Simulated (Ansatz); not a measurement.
Program: Ansatz. Geometries: PBE0-D4/def2-TZVP. ΔE: electronic, gas phase. CCSD(T)/CBS adds triple-zeta CCSD(T) − MP2 to the extrapolated MP2 energy (def2 sets, frozen cores). def2 core potentials past Kr. For Te outer-core shells are correlated without core-valence functions, which leaves a few kJ/mol of doubt a bond. Each species was taken in one conformer, which may not be the lowest.

Reaction (ligand exchange at a B–C bond): `C=C([SiH3])BC` + H₂Te → `CB[TeH]` + `C=C[SiH3]`

```tsv
species	MP2/def2-QZVPP energy (Eh)
`C=C([SiH3])BC`	-433.29053
H₂Te	-268.79269
`CB[TeH]`	-333.43086
`C=C[SiH3]`	-368.67396
```

Work out ΔE.

ΔE = (-333.43086) + (-368.67396) − (-433.29053) − (-268.79269) = -0.02160 Eh = -56.7 kJ/mol. CCSD(T)/CBS gives -54.7 kJ/mol.

Largest T1 diagnostic among the species: 0.013.

From PBE to PBE0 (25 % exact exchange), in def2-TZVPP and without D4, ΔE moves by +3.1 kJ/mol. The D4 term adds +4.3 kJ/mol with B3LYP and +2.7 kJ/mol with PBE0; it sums over pairs of atoms, weighted by their polarisabilities, and B3LYP, whose exchange is more repulsive, gets the larger term. In def2-TZVPP, CCSD(T) changes the Hartree–Fock value by −8.1 kJ/mol (the triples alone add −1.8 kJ/mol) and MP2 by −11.6 kJ/mol.

B3LYP here is the variant with VWN-RPA as its local correlation; programs differ in this.
